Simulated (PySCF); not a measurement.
**State search for CsRb**

Unrestricted PBE0; PySCF, scalar-relativistic core potentials, basis sets Cs def2-SVPD with ECP46, Rb def2-SVPD with ECP28. Outer shells of the fragments: Cs 6s1; Rb 5s1.

Followed along the bond (rough minima from three points):

```json
{"2Ms+1": "1", "unpaired": "none", "⟨S²⟩ at the start": "0.00", "R at minimum (Å)": "4.53", "Te (eV)": "0.00"}
{"2Ms+1": "3", "unpaired": "σ ↑, π ↑", "⟨S²⟩ at the start": "2.00", "R at minimum (Å)": "4.51", "Te (eV)": "1.07"}
{"2Ms+1": "1", "unpaired": "σ ↑, π ↓", "⟨S²⟩ at the start": "1.00", "R at minimum (Å)": "4.63", "Te (eV)": "1.30"}
{"2Ms+1": "3", "unpaired": "σ ↑↑", "⟨S²⟩ at the start": "2.00", "R at minimum (Å)": "none in the scan", "Te (eV)": "≤ 0.41"}
```

Solutions found at the starting distance of 4.265 Å, counted from the lowest of them; the search is not exhaustive and high or unbound solutions are not listed, so other states can lie among these:

| 2Ms+1 | unpaired | term | E (eV) | ⟨S²⟩ | ⟨Lz²⟩ | μ (D) |
| --- | --- | --- | --- | --- | --- | --- |
| 1 | none | ¹Σ⁺ | 0.00 | 0.00 | 0.00 | -1.24 |
| 3 | σ ↑↑ | ³Σ⁺ | 0.62 | 2.00 | 0.00 | 0.10 |
| 3 | σ ↑, π ↑ | ³Π | 1.06 | 2.00 | 1.01 | -2.19 |
| 1 | σ ↑, π ↓ | mixed | 1.31 | 1.00 | 1.01 | -1.85 |
| 3 | σ ↑, δ ↑ | ³Δ | 2.05 | 2.00 | 4.00 | 0.78 |
| 1 | σ ↑, δ ↓ | mixed | 2.14 | 1.00 | 4.00 | 0.94 |

A term symbol is given only where ⟨S²⟩ and ⟨Lz²⟩ are close to those of a pure state; real π, δ and φ orbitals otherwise mix terms. A positive dipole means Cs(−)Rb(+).

Spin–orbit coupling is left out. Counting both spins, an empty level lies below a filled one in some of these solutions, because spin and occupation are held.
